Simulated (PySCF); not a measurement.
# UHF on Pt²⁺ (platinum, charge +2)

Configuration: [Xe] 4f14 5d8, high-spin 3F determinant. Calculation: PySCF 2.14, in x2c-TZVPPall with one added diffuse shell each of s, p, d, f type (12s8p8d4f1g, 113 functions); scalar relativity by spin-free X2C-1e.

- Total energy: -18409.237886 hartree
- One-electron energy: -25193.0818 hartree
- Hartree (Coulomb) energy: 7139.2728 hartree
- Exchange energy: -355.4288 hartree
- ⟨S²⟩: 2.0034
- ⟨L²⟩: 12.037
- Sum of ⟨r⟩: 40.00 bohr
- Sum of ⟨r²⟩: 42.04 bohr²
- Langevin diamagnetic susceptibility: -33.3 ×10⁻⁶ cm³/mol

| shell | electrons | mean orbital energy (hartree) | spread (hartree) | rms radius, mean of both spins (bohr) |
| --- | --- | --- | --- | --- |
| 1s β | 1 | -2897.38209 | 0 | 0.0194 |
| 1s α | 1 | -2897.38158 | 0 | 0.0194 |
| 2s α | 1 | -515.09166 | 0 | 0.0782 |
| 2s β | 1 | -515.08160 | 0 | 0.0782 |
| 2p α | 3 | -448.20541 | 0 | 0.0716 |
| 2p β | 3 | -448.19478 | 0 | 0.0716 |
| 3s α | 1 | -124.06572 | 0 | 0.199 |
| 3s β | 1 | -124.06292 | 0 | 0.199 |
| 3p α | 3 | -104.18014 | 0 | 0.202 |
| 3p β | 3 | -104.17665 | 0 | 0.202 |
| 3d α | 5 | -81.67177 | 0.00404 | 0.185 |
| 3d β | 5 | -81.66259 | 0.01314 | 0.185 |
| 4s α | 1 | -28.59517 | 0 | 0.441 |
| 4s β | 1 | -28.58294 | 0 | 0.441 |
| 4p α | 3 | -21.93397 | 0 | 0.469 |
| 4p β | 3 | -21.92123 | 0 | 0.469 |
| 4d α | 5 | -13.50886 | 0.01126 | 0.503 |
| 4d β | 5 | -13.48915 | 0.02759 | 0.503 |
| 5s α | 1 | -5.22887 | 0 | 1.02 |
| 5s β | 1 | -5.12601 | 0 | 1.02 |
| 4f α | 7 | -4.14238 | 0.01476 | 0.565 |
| 4f β | 7 | -4.12948 | 0.00382 | 0.565 |
| 5p α | 3 | -3.40479 | 0 | 1.18 |
| 5p β | 3 | -3.25544 | 0 | 1.18 |
| 5d α | 5 | -1.20013 | 0.03976 | 1.67 |
| 5d β | 3 | -1.13756 | 0 | 1.67 |

Spin-orbit coupling, absent here, splits the open shell strongly.

Densities and radii are taken from the X2C orbitals without a picture-change correction, which distorts them close to the nucleus.

Spin-orbit constants ζ (cm⁻¹) from the X2C one-electron operator on these orbitals: bare nucleus, nucleus screened by l(l+1)(2l+1)/3 electrons, and screened by the Breit-Pauli mean field of the electrons.

| shell | bare | screened nucleus | mean field |
| --- | --- | --- | --- |
| 2p | 8628000 | 8407000 | n/a |
| 3p | 1916000 | 1867000 | n/a |
| 3d | 297800 | 259600 | n/a |
| 4p | 452700 | 441100 | n/a |
| 4d | 61950 | 54010 | n/a |
| 4f | 12110 | 7761 | n/a |
| 5p | 69740 | 67950 | n/a |
| 5d | 5606 | 4887 | n/a |

To first order the Landé constant is A = -2444 cm⁻¹, so the lowest level has J = 4 and lies 0.909 eV below the centre of the term. This holds in LS coupling only.
